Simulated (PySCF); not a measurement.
A species of formula C2H7FSi2 has this rotational fingerprint, computed with PBE0-D3(BJ)/def2-SVP geometry optimisation, gas phase (PySCF 2.14.0):

```
Rotational constants : A = 3140, B = 2428, C = 1522 MHz
Dipole components    : |μa| = 0.85 D, |μb| = 1.63 D, |μc| = 0.52 D
Inertial defect      : -36.93 u·Å²
κ                    : 0.12
```

Question: Which structure is it? (One computed conformer of each.)
A. `[F:1][SiH2:2]/[CH:3]=[CH:4]/[SiH3:5]` with F1–Si2–C3–C4 0°
B. `F[SiH]1C[SiH2]C1`
C. `F[C@@H]1C[Si@H]1[SiH3]`
D. `[CH2:1]=[CH:2][Si@H:3]([F:4])[SiH3:5]` with C1–C2–Si3–F4 122°

Answer: D. It is C=C[Si@H](F)[SiH3], an asymmetric top, point group C1. The candidates at the same level (rigid rotor, commonest isotopes):

```
                SMILES  A (MHz)  B (MHz)  C (MHz)  μa (D)  μb (D)  μc (D)  Δ (u·Å²)  point group                        rotor
F[C@@H]1C[Si@H]1[SiH3]     7466     1419     1372    1.35    0.70    0.41    -55.54           C1  near-prolate asymmetric top
    C=C[Si@H](F)[SiH3]     3140     2428     1522    0.85    1.63    0.52    -36.93           C1               asymmetric top
    F[SiH2]/C=C/[SiH3]     9274     1133     1034    0.41    1.24    0.00    -11.88           Cs  near-prolate asymmetric top
      F[SiH]1C[SiH2]C1     5684     2276     1980    1.18    0.00    0.98    -55.67           Cs               asymmetric top
```

`F[SiH]1C[SiH2]C1` has A 81 % too high; `F[SiH2]/C=C/[SiH3]` has A 195 % too high; `F[C@@H]1C[Si@H]1[SiH3]` has A 138 % too high. No structure here is proved a minimum.
